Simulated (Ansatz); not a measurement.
Si(H)2(Br)(vinyl) (C2H5BrSi), SMILES C=C[SiH2]Br.

Coordinates come from a B3LYP-D3(BJ)/def2-SVP optimisation. The values are those of a single conformer.

Two levels are set side by side: PBE/def2-SVPD (Ansatz, a quantum-chemistry and plane-wave program) and PBE0/def2-SVPD (Ansatz). Energy differences of separate SCF runs at the same geometry; the states with an electron removed or added have multiplicity 2 and 2. Differences are taken from unrounded values.

```
quantity                            PBE0
---------------------------------  -----
vertical ionisation energy (eV)    10.14
vertical singlet–triplet gap (eV)   4.05
```

**Question.** What does PBE give, and how far is it from PBE0? (The exact figures need the calculation; the answer reports its results.)

**Answer.** 
| quantity | PBE | PBE minus PBE0 |
|---|---|---|
| vertical ionisation energy (eV) | 9.81 | -0.33 |
| vertical singlet–triplet gap (eV) | 4.20 | 0.14 |
